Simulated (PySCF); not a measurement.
Broadened absorption spectrum of C3H7Ga

Compound: C3H7Ga.
Numbering: `[GaH2:1][CH:2]1[CH2:3][CH2:4]1` (hydrogens: H5, H6 on Ga1; H7 on C2; H8, H9 on C3; H10, H11 on C4)

Method used: TDDFT B3LYP/def2-SVPD, vertical, gas phase, core orbitals frozen in the response in PySCF. The structure is a single PBE0-D3(BJ)/def2-SVP conformer in the gas phase; no vibrational or solvent corrections. Relativistic effects, spin–orbit coupling among them, are left out although an element past zinc is present.

Each state is given a Gaussian of 0.4 eV full width at half maximum, with ε(max) = 2.175×10⁸ f / Δν̃ (Δν̃ the width in cm⁻¹). The width is an assumption, not a result. The curve ends short of the highest state used, and states not computed would add to its high-energy end.

| λ (nm) | ε (L mol⁻¹ cm⁻¹) |
| --- | --- |
| 172.9 | 4831 |
| 175.2 | 1919 |
| 177.6 | 747 |
| 180.0 | 366 |
| 182.3 | 206 |
| 184.7 | 105 |
| 187.0 | 56 |
| 189.4 | 47 |
| 191.7 | 65 |
| 194.1 | 109 |
| 196.4 | 202 |
| 198.8 | 435 |
| 201.1 | 899 |
| 203.5 | 1707 |
| 205.9 | 2755 |
| 208.2 | 3714 |
| 210.6 | 4313 |
| 212.9 | 4298 |
| 215.3 | 3707 |
| 217.6 | 2826 |
| 220.0 | 1877 |
| 222.3 | 1132 |
| 224.7 | 598 |
| 227.0 | 294 |
| 229.4 | 128 |
| 231.8 | 51 |
| 234.1 | 21 |
| 236.5 | 9 |
| 238.8 | 5 |
| 241.2 | 7 |
| 243.5 | 11 |
| 245.9 | 19 |
| 248.2 | 32 |
| 250.6 | 50 |
| 252.9 | 70 |
| 255.3 | 94 |
| 257.7 | 115 |
| 260.0 | 132 |
| 262.4 | 141 |
| 264.7 | 142 |
| 267.1 | 135 |
| 269.4 | 121 |
| 271.8 | 103 |
| 274.1 | 83 |
| 276.5 | 64 |
| 278.8 | 47 |
| 281.2 | 33 |
| 283.6 | 22 |
| 285.9 | 14 |
| 288.3 | 9 |
| 290.6 | 5 |
| 293.0 | 3 |
| 295.3 | 2 |
| 297.7 | 1 |
| 300.0 | 1 |
| 302.4 | 0 |

Problem. Locate the maxima and give the states behind the curve.

Solution. 264 nm (4.70 eV), ε about 140, made up of S1 (100%); 212 nm (5.86 eV), ε about 4400, made up of S3 (100%) (ε in L mol⁻¹ cm⁻¹; maxima over ε = 5, shares over 10%). At its high-energy end, 7.17 eV, the curve is still rising (ε about 4800, from S6). The states used: S1 4.70 eV (f 0.0021); S2 5.26 eV (f 0.0000); S3 5.86 eV (f 0.065); S4 6.31 eV (f 0.0012); S5 6.97 eV (f 0.0046); S6 7.42 eV (f 0.170); S7 7.55 eV (f 0.068); S8 7.56 eV (f 0.037); S9 7.62 eV (f 0.102); S10 7.77 eV (f 0.017).

Problem. On this curve, what absorbance would a 10⁻³ mol/L sample give at 280 nm over a 1 cm path?

Solution. 280 nm is 4.428 eV, where ε is about 40 L mol⁻¹ cm⁻¹, so A = ε c l ≈ 0.04 (Beer–Lambert, with the gas-phase spectrum and the assumed width).

Problem. What would ε be at 5.86 eV, the highest of these maxima, with half the width (0.2 eV)?

Solution. About 8750 L mol⁻¹ cm⁻¹ against 4380, a factor of about 2.00; a lone state at its own centre would give exactly 2.

Problem. Coming from long wavelengths, where does ε first pass 100 L mol⁻¹ cm⁻¹?

Solution. At about 272 nm (4.56 eV), 0.14 eV below S1.

All these states lie below the vertical ionisation energy of 9.64 eV (ΔSCF).

On an Arm Neoverse V1 with one thread, shared host, this took 87 s wall.
